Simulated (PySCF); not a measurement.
**Two-component Hartree-Fock for W (tungsten, neutral)**

Start: [Xe] 4f14 5d3 6s2 7s1; 5d5/2 filled at m_j = +1/2, +3/2, +5/2; 7s1/2 filled at m_j = +1/2. Calculated with PySCF 2.14 in x2c-TZVPall-2c with one added diffuse shell each of s, p, d type (12s12p11d2f, 117 functions): generalised Hartree-Fock with the X2C-1e Hamiltonian and a Gaussian nucleus; spin-orbit coupling (SO) screened by Boettger's factors. This is a chosen level, not necessarily the ground level.

| spinor shell | electrons | ε, screened SO (eV) | weight of nominal j (screened SO) | rms radius, screened SO (bohr) |
| --- | --- | --- | --- | --- |
| 1s1/2 | 2 | -69879.6 | 1.000 | 0.0208 |
| 2s1/2 | 2 | -12200.2 | 1.000 | 0.0838 |
| 2p1/2 | 2 | -11645.6 | 1.000 | 0.0713 |
| 3s1/2 | 2 | -2871.6 | 1.000 | 0.214 |
| 3p1/2 | 2 | -2625.0 | 1.000 | 0.206 |
| 3p3/2 | 4 | -2326.3 | 1.000 | 0.221 |
| 3d3/2 | 4 | -1915.8 | 1.000 | 0.195 |
| 3d5/2 | 6 | -1851.4 | 1.000 | 0.199 |
| 4s1/2 | 2 | -624.82 | 1.000 | 0.478 |
| 4p1/2 | 2 | -521.20 | 1.000 | 0.487 |
| 4p3/2 | 4 | -451.28 | 1.000 | 0.520 |
| 4d3/2 | 4 | -280.63 | 1.000 | 0.544 |
| 4d5/2 | 6 | -267.49 | 1.000 | 0.556 |
| 5s1/2 | 2 | -93.950 | 1.000 | 1.15 |
| 5p1/2 | 2 | -59.813 | 0.997 | 1.27 |
| 5p3/2 | 4 | -50.167 | 0.896 | 1.33 |
| 4f5/2 | 6 | -51.289 | 0.986 | 0.678 |
| 4f7/2 | 8 | -49.209 | 0.956 | 0.715 |
| 7s1/2 | 1 | -9.789 | 0.003 | 2.16 |
| 5d5/2 | 3 | -9.130 | 0.853 | 2.30 |
| 6s1/2 | 2 | -7.228 | 0.892 | 3.53 |

**Question.** Where does 2p3/2 lie, and what is the 2p spin-orbit splitting (screened SO)?

**Answer.** At -10287.3 eV, 1358.3 eV above 2p1/2.

```json
{"quantity": "E (hartree)", "screened SO": "-16149.47469"}
{"quantity": "M_J", "screened SO": "5"}
{"quantity": "⟨J²⟩", "screened SO": "33.133"}
{"quantity": "⟨L²⟩", "screened SO": "27.525"}
{"quantity": "⟨S²⟩", "screened SO": "2.021"}
```

The determinant has a definite M_J but mixes levels of different J.

Each row is a mean over spinors that exchange with the open shell spreads, by up to 4.517 eV (5p3/2).

Rows whose weight is well below 1 are mixtures of j = l ± 1/2: exchange outweighs spin-orbit coupling there, and the label is only the starting occupation.

Breit and QED terms are absent; they matter most for the inner s and p1/2 levels.

Densities and radii are taken from the X2C orbitals without a picture-change correction, which distorts them close to the nucleus.
